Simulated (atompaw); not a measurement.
What the settings do to the PAW (atompaw) potential of N

Base potential:

N (Z = 7), PAW, made with atompaw 4.2.0.5 (PBE, scalar-relativistic). Core [He], reference 2s1.75 2p3.25. Waves: 2s (bound): rc 2.00 bohr; 2s channel at -0.4 Ry: rc 2.00 bohr; 2p (bound): rc 2.00 bohr; 2p channel at 0.1 Ry: rc 2.00 bohr. Local part: troulliermartins scheme with l = 2 at 1 Ry, radius 1.45 bohr. Core correction: smooth core density matched at 1.80 bohr. Augmentation charge: sinc compensation charge, radius 1.85 bohr; PAW radius 2.00 bohr; waves and projectors: custom polynom gramschmidtortho.

All-electron outer shells of the reference configuration (PBE, scalar-relativistic, ld1.x):

```tsv
shell	level (eV)	outermost node (bohr)	outermost maximum (bohr)
1s	-384.93	–	0.15
2s	-18.70	0.32	1.02
2p	-7.20	–	0.98
```

Cutoffs, loose and tight: the cutoffs (Ry, on a coarse ladder) from which the occupation-weighted sum of valence levels, in a spherical-Bessel basis at the reference potential, stays within 10 and 1 mRy of its value at 400 Ry. They see the waves, projectors and local potential, not the compensation charge or the core. A dash means not determined.

```csv
change,outcome,"cutoff, loose","cutoff, tight",bound ghosts
base,generated,15 Ry,30 Ry,none
"all radii scaled by about 1.29 (s 2.58, p 2.58 bohr); local potential troulliermartins scheme with l = 2 at 1 Ry, radius 1.86 bohr; augmentation sinc compensation charge, radius 2.38 bohr; PAW radius 2.58 bohr; waves and projectors: custom polynom gramschmidtortho; core correction smooth core density matched at 2.32 bohr",generated,10 Ry,18 Ry,none
core correction smooth core density matched at 1.94 bohr,generated,15 Ry,30 Ry,none
wave 2p channel at 0.1 Ry: rc 2.00 bohr becomes 2p channel at 0.01 Ry: rc 2.00 bohr,generated,15 Ry,30 Ry,none
"local potential troulliermartins scheme with l = 2 at 1 Ry, radius 1.22 bohr",generated,15 Ry,30 Ry,none
"augmentation sinc compensation charge, radius 1.85 bohr; PAW radius 2.00 bohr; waves and projectors: custom rrkj gramschmidtortho",generated,15 Ry,21 Ry,none
reference 2s2 2p2,generated,15 Ry,30 Ry,none
wave 2p channel at 0.1 Ry: rc 2.00 bohr becomes 2p channel at 0.1 Ry: rc 1.34 bohr,generated,15 Ry,21 Ry,none
"local potential vpsmatchnc scheme with l = 2 at 1 Ry, radius 1.45 bohr",generated,15 Ry,30 Ry,none
```

Problem. What comes out with this change to the base: wave 2p channel at 0.1 Ry: rc 2.00 bohr becomes 2p channel at 0.1 Ry: rc 1.44 bohr?

Solution. outcome: generated; cutoff, loose: 15 Ry; cutoff, tight: 25 Ry; bound ghosts: none.
